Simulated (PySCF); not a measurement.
B(Me)(OH)(NH2) (CH6BNO), SMILES CB(N)O.

The structure is a stationary point at PBE0-D3(BJ)/def2-SVP. One conformer was computed; it need not be the lowest.

All values below come from PBE0-D3(BJ)/def2-SVP (PySCF).

No scaling factor is applied to the harmonic values.

Computed vibrational spectrum:
```tsv
mode	ν (cm⁻¹)	IR (km/mol)	Raman (Å⁴/amu)	depolarisation	moving atoms (share of kinetic energy)
1	87	0.7	0.2	0.75	H 95 %
2	330	1.0	0.3	0.73	H 41 %, N 17 %, O 17 %, C 16 %, B 9 %
3	394	69.8	1.0	0.75	H 80 %, N 17 %
4	408	10.2	0.7	0.67	H 34 %, O 29 %, C 15 %, N 14 %, B 8 %
5	446	38.1	1.5	0.75	H 68 %, B 30 %
6	482	197.0	1.2	0.75	H 78 %, O 11 %, B 8 %
7	611	1.2	0.4	0.75	H 81 %, B 13 %
8	767	3.4	7.3	0.09	C 35 %, H 27 %, N 20 %, O 14 %
9	834	8.3	1.3	0.74	H 74 %, C 18 %
10	901	26.3	0.5	0.75	H 50 %, B 29 %, C 19 %
11	909	3.9	1.7	0.19	H 53 %, O 23 %, N 19 %
12	1021	122.9	3.4	0.65	H 78 %, O 9 %, N 9 %
13	1273	41.4	2.2	0.74	H 66 %, B 18 %
14	1386	251.7	4.2	0.58	B 47 %, H 25 %, C 17 %, O 8 %
15	1410	106.2	13.6	0.69	H 57 %, B 32 %
16	1443	4.1	14.0	0.75	H 96 %
17	1465	24.9	3.9	0.63	H 73 %, B 24 %
18	1602	235.5	3.9	0.74	H 59 %, N 22 %, B 18 %
19	3047	4.2	136.6	0.01	H 97 %
20	3129	10.8	75.8	0.75	H 91 %, C 9 %
21	3154	17.5	69.7	0.73	H 91 %, C 9 %
22	3651	36.9	117.5	0.14	H 96 %
23	3769	33.8	57.9	0.75	H 91 %, N 9 %
24	3949	69.3	66.6	0.26	H 94 %
```
